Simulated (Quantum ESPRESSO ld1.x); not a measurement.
Values are calculated unless marked as measured or tabulated.
The mean radii <r> (bohr) of the occupied orbitals of an atom or ion are listed with their occupations. Code: ld1.x of Quantum ESPRESSO 7.5. Model: scalar-relativistic Kohn-Sham, BLYP, spin-unpolarised, spherical densities, point nucleus.

orbital  occ.     <r>
1s          2  0.2297
2s          2   1.321
2p          3   1.486

Name the element and its charge.

Answer. Z = 7, nitrogen, charge 0: N in [He] 2s2 2p3. The 1s radius gives Z: for a bare nucleus <r> = (2 gamma + 1)/(2Z) with gamma = sqrt(1 - (Z/c)^2), 0.2141 bohr for Z = 7, and screening makes it slightly larger (0.2297 here). The occupations add up to 7, and the charge is Z minus that.
